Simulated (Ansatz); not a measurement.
Input for Ansatz (development build ahead of 0.2.0):

```yaml
crystal:
  periodic: [false, false, false]
  atoms:
    - { symbol: H, position_ang: [0.0, 0.0, -0.59469] }
    - { symbol: H, position_ang: [0.0, 0.0, 0.59469] }
basis:
  gaussian: { orbitals: cc-pVTZ }
total_charge: 1
magnetization:
  spin_polarized: true
  initial_magnetization: 1
hamiltonian:
  xc: hf
```

The input is written out in the form of the current development build from the run's settings.

The run gave:

- Converged: yes
- Total energy: -0.59959 hartree
- Spin squared of the determinant: 0.750

Caution: the charge can sit on one fragment and break the point group.
